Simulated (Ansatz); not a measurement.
Stepwise reaction of `[CH3][In]([CH3])[SiH3]` with hydrogen chloride, as a gas-phase model of exchange steps in deposition or etching. ΔE in kJ/mol.

Gas-phase electronic energies from Ansatz, PBE0-D4/def2-TZVP geometries. CBS: MP2 limit from def2 TZ/QZ plus the TZ coupled-cluster correction, frozen cores. This one scheme is used for every species. DFT in def2-TZVPP. B3LYP here is the variant with VWN-RPA as its local correlation; programs differ in this. def2 core potentials past Kr. For In outer-core shells are correlated without core-valence functions, which leaves a few kJ/mol of doubt a bond.

```
step                                                        reaction  PBE-D4  B3LYP-D4  ωB97M-V  CCSD(T)/CBS
   1  `[CH3][In]([CH3])[SiH3]` + HCl → `[CH3][In]([SiH3])[Cl]` + CH₄  -167.8    -176.9   -170.6       -169.1
```

Task: Give the row of step 2, `[CH3][In]([SiH3])[Cl]` + HCl → `[SiH3][In]([Cl])[Cl]` + CH₄. (An estimate is asked.)

Result: Computed: 
```csv
step,reaction,PBE-D4,B3LYP-D4,ωB97M-V,CCSD(T)/CBS
2,`[CH3][In]([SiH3])[Cl]` + HCl → `[SiH3][In]([Cl])[Cl]` + CH₄,-139.8,-148.3,-144.4,-142.1
```

Task: By hand: ΔE of the 2 steps together at CCSD(T)/CBS.

Result: (-169.1) + (-142.1) = -311.2 kJ/mol, or -155.6 kJ/mol a step.

In ΔE each step is higher than the one before. All are downhill at CCSD(T)/CBS. PBE-D4 differs from CCSD(T)/CBS by 1.3 to 2.3 kJ/mol a step. Only this route is followed, and other bonds may react first. Isolated molecules leave out the surface, adducts and barriers. Largest T1 diagnostic: 0.013.
